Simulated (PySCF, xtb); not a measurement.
Ga(All)(H)2 (C3H7Ga), SMILES C=C[CH2][GaH2].

GFN2-xTB run with xtb at its own geometry gives an orbital gap of 4.17 eV and a dipole moment of 1.42 D.

Geometry optimised at B3LYP-D3(BJ)/def2-SVP. The structure was generated by enumeration; whether it is a known compound was not checked. The values are those of a single conformer.

Question: What does CAM-B3LYP/def2-TZVP (PySCF) give? (The exact figures need the calculation; the answer reports its results.)

Answer: gap 7.81 eV (levels -7.98 and -0.17 eV), dipole 0.75 D.
